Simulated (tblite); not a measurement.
C4H6AlClO2.
Numbering: `[Cl:1]/[CH:2]=[CH:3]/[Al:4]1[O:5][CH2:6][CH2:7][O:8]1` (hydrogens: H9 on C2; H10 on C3; H11, H12 on C6; H13, H14 on C7)

Computed with GFN2-xTB (tblite), gas phase: L-BFGS steps from a force-field or distance-geometry start until the largest atomic force falls under 0.01 eV/Å.

Geometry at step 24:
```
atom  x, y, z in Å
Cl1     4.5095    0.7582   -0.6999
C2      2.9089    0.6262   -0.0330
C3      2.3211   -0.5273    0.2636
Al4     0.3821   -0.3954    0.5414
O5     -0.9129   -1.4999    0.5961
C6     -2.1197   -0.8194    0.3602
C7     -1.8722    0.6839    0.0312
O8     -0.5395    1.0288    0.3287
H9      2.4552    1.5979    0.0922
H10     2.8872   -1.4286    0.0604
H11    -2.7505   -0.8828    1.2463
H12    -2.6284   -1.2987   -0.4734
H13    -2.0589    0.8735   -1.0331
H14    -2.5826    1.2830    0.6126
```

Question: Give the atomic forces at this geometry.

Answer: 
```csv
atom,Fx (eV/Å),Fy (eV/Å),Fz (eV/Å)
Cl1,-0.125,-0.074,0.194
C2,0.086,0.112,-0.151
C3,0.075,0.173,-0.224
Al4,0.087,0.047,-0.039
O5,0.141,0.090,0.000
C6,-0.040,-0.155,-0.003
C7,0.017,0.127,-0.043
O8,-0.126,-0.013,-0.042
H9,-0.086,-0.028,0.044
H10,-0.133,-0.162,0.148
H11,-0.045,-0.127,0.155
H12,-0.136,-0.096,-0.144
H13,0.055,-0.047,0.070
H14,0.229,0.152,0.036
```

The largest, 0.29 eV/Å, acts on C3; the rms over all components is 0.114 eV/Å. The forces sum to zero within rounding, as they must for an isolated molecule in no field.

Question: Give the force on C3 in Eh/bohr and in nN.

Answer: 0.293 eV/Å ÷ 51.422 = 0.00569 Eh/bohr, and 0.293 eV/Å × 1.602 = 0.47 nN.

Question: How far is this geometry from the end of the optimisation?

Answer: 0.110 eV above it, and 0.290 Å rms away after alignment. The bonds farthest from their final lengths, with half the difference of the two atoms' forces along the bond (positive lengthens):

```tsv
bond	now (Å)	final (Å)	force along bond (eV/Å)
C6–C7	1.559	1.573	+0.14
Cl1–C2	1.739	1.726	-0.17
C3–Al4	1.963	1.951	0.00
Al4–O8	1.710	1.703	+0.03
C6–H12	1.088	1.094	+0.06
C6–H11	1.090	1.094	+0.06
```

The angle farthest from its final value is C3–Al4–O8, 124.8° against 128.4°.

Of the 3 listed bonds off by 0.010 Å or more, this force points towards the final length in 2.

What follows is the cost of the whole relaxation. Hardware: an Arm Neoverse V1 with one thread, on a shared host. Cost: 0.62 s of wall time.
